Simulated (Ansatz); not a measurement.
Species: CH7AlN2O, charge 0, multiplicity 1. SMILES: [Al]([O]C)([NH2])[NH2]
Coordinates optimised at B3LYP-D3(BJ)/def2-TZVP (Ansatz, a first-principles code):
```
Al
O 1 1.6907
C 2 1.4016 1 135.85
H 3 1.0946 2 110.14 1 -124.27
H 3 1.0948 4 107.94 2 120.51
H 3 1.0973 4 107.74 5 116.16
N 1 1.7662 2 117.32 3 179.41
H 7 1.0064 1 125.73 2 179.55
H 7 1.0070 8 110.50 1 179.88
N 1 1.7712 2 120.96 3 -0.57
H 10 1.0070 1 124.75 2 -0.81
H 10 1.0071 11 110.00 1 179.87
```
Charge 0, spin multiplicity 1.

Computed values are from Ansatz. Valence correlation only, unless marked. UHF or UKS for open shells. Spin-orbit coupling is left out. No relativistic terms. Basis-set limits of correlation are two-point, X^-3; Hartree-Fock from the larger set. [CCSD(T)-MP2]/basis is that difference in the basis named.

```yaml
atomisation energy De: 4423.5 kJ/mol at CCSD(T)/CBS(aug-cc-pV(T+d)Z,aug-cc-pV(Q+d)Z)
vertical ionisation energy (to the doublet): 9.66 eV at RI-MP2/CBS(aug-cc-pV(T+d)Z,aug-cc-pV(Q+d)Z)+[CCSD(T)-MP2]/aug-cc-pV(T+d)Z
total_energy: -468.9719 Eh at CCSD(T)/CBS(aug-cc-pV(T+d)Z,aug-cc-pV(Q+d)Z)
dipole_moment: 1.11 D at CCSD(T)/aug-cc-pV(D+d)Z
T1 diagnostic: 0.010 at CCSD/aug-cc-pV(Q+d)Z
```
